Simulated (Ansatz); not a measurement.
Reactions of AlBrFHO (`[OH][Al]([F])[Br]`).

Gas-phase electronic energies from Ansatz, PBE0-D4/def2-TZVP geometries. CCSD(T)/CBS is the MP2 limit (def2-TZVPP, def2-QZVPP) plus CCSD(T) − MP2 in def2-TZVPP, frozen cores. This one scheme is used for every species. DFT in def2-TZVPP. For Br outer-core shells are correlated without core-valence functions, which leaves a few kJ/mol of doubt a bond. Scalar relativity is left out up to krypton. Each species was taken in one conformer, which may not be the lowest.

| reaction | r2SCAN-D4 (kJ/mol) | B97M-V (kJ/mol) | CCSD/CBS(def2) (kJ/mol) | ωB97M-V (kJ/mol) | CCSD(T)/CBS(def2) (kJ/mol) |
| --- | --- | --- | --- | --- | --- |
| `[OH][Al]([F])[Br]` + CH₃OH → `C[O][Al]([OH])[F]` + HBr | 28 | 26 | 29 | 27 | 29 |
| `[OH][Al]([F])[Br]` + silanol → `[OH][Al]([F])[O][SiH3]` + HBr | 4 | -1 | 0 | 2 | 2 |
| `[OH][Al]([F])[Br]` + CH₃NH₂ → `C[NH][Al]([F])[Br]` + H₂O | 41 | 43 | 39 | 40 | 38 |
| `[OH][Al]([F])[Br]` + HCl → `[F][Al]([Cl])[Br]` + H₂O | -20 | -22 | -23 | -20 | -23 |

Largest T1 diagnostic: 0.012, for `[OH][Al]([F])[O][SiH3]`.
